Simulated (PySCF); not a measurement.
Harmonic spectrum computed at PBE0 in the def2-TZVP basis family (core potentials from Rb on, PySCF, no spin–orbit coupling):

```
ω (cm⁻¹)  IR (km/mol)
     276          305
     557          0.9
    1671          0.1
```

Problem. Which molecule gave it? In each, all ligands are bound to the one heavy central atom.
A. VH₂ (quartet)
B. CrH₂ (quintet)
C. IH₂ (doublet)
D. SbH₂ (doublet)
E. ScH₂ (doublet)

Solution. C. It has C2v symmetry with I–H 1.792 Å (×2).
